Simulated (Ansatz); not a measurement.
Species: SiNH4S, charge 0, doublet. SiNH4S (SMILES [S][SiH2]N, doublet).
B3LYP-D3(BJ)/def2-TZVP minimum from Ansatz (a quantum-chemistry and plane-wave program):
```
Si
N 1 1.7137
H 2 1.0087 1 120.03
H 2 1.0088 3 110.72 1 147.24
H 1 1.4798 2 107.20 3 -45.34
H 1 1.4805 5 113.06 2 118.62
S 1 2.1426 5 105.12 6 112.63
```
Charge 0, spin multiplicity 2.

Quantity: atomisation energy (electronic, to ground-state atoms), in kJ/mol. Open shells are spin-unrestricted; no spin-orbit coupling. CBS(X,Y): correlation extrapolated as X^-3, Hartree-Fock from the larger set. A bracket is a step between two methods taken in the basis named. Functionals run without relativity, which enters their misses. Double hybrids freeze cores in their MP2 part. 'core' is core correlation in cc-pwCVTZ (1s frozen past Ne), 'X2C' scalar relativity in cc-pVTZ-DK, both at CCSD(T). Where a partner has so few electrons that a lower coupled-cluster level is exact, that level stands in.

CCSD(T)/CBS(cc-pV(T+d)Z,cc-pV(Q+d)Z) + [CCSDT(Q) - CCSD(T)]/cc-pV(D+d)Z + core + X2C (Ansatz) gives 2139.4 kJ/mol.

Task: How far off this value is PBE/def2-TZVPD (Ansatz), in which direction, and which of these levels come nearer: r2SCAN/def2-TZVPD, wB97M-V/def2-TZVPD, B2PLYP/def2-TZVPD, CCSD(T)/CBS(cc-pV(T+d)Z,cc-pV(Q+d)Z) + core + X2C?

Result: PBE gives 2141.2 kJ/mol, 1.8 kJ/mol above it. Differences of the others: r2SCAN/def2-TZVPD (Ansatz) -9.4; wB97M-V/def2-TZVPD (Ansatz) 7.0; B2PLYP/def2-TZVPD (Ansatz) -41.1; CCSD(T)/CBS(cc-pV(T+d)Z,cc-pV(Q+d)Z) + core + X2C (Ansatz) -2.5 kJ/mol. Nearer than PBE: none.
